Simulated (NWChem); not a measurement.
# SiHF, singlet; SMILES F[SiH]

```xyz
3

Si     0.1001     0.5859     0.0000
H     -1.4500     0.8042     0.0000
F      0.0691    -1.0667     0.0000
```
Atoms are numbered in this order, from 1.

All runs: NWChem. Low-valent species are run as closed-shell singlets; no triplet was tried in these runs. Geometry: optimised at PBE-D3(BJ)/def2-SVP. Core excitations by TDA in a window of 1s orbitals, non-relativistic and unshifted: absolute energies depend strongly on the exact-exchange share.

| level | first 1s excitation (eV) | dipole oscillator strength of the first | first state with f > 0.002 (eV) | dipole oscillator strength of that state |
|---|---|---|---|---|
| Si K edge, BHandHLYP/cc-pVTZ | 1820.7 | 0.0100 | 1820.7 | 0.0100 |
| Si K edge, PBE/cc-pVTZ | [?] | [?] | [?] | [?] |
| F K edge, BHandHLYP/cc-pVTZ | 682.2 | 0.0137 | 682.2 | 0.0137 |
| F K edge, PBE0/def2-TZVP | 669.1 | 0.0105 | 669.1 | 0.0105 |

Problem. Some entries are withheld; supply them.

Solution. 
- Si K edge, PBE/cc-pVTZ, first 1s excitation (eV): 1778.6
- Si K edge, PBE/cc-pVTZ, dipole oscillator strength of the first: 0.0055
- Si K edge, PBE/cc-pVTZ, first state with f > 0.002 (eV): 1778.6
- Si K edge, PBE/cc-pVTZ, dipole oscillator strength of that state: 0.0055
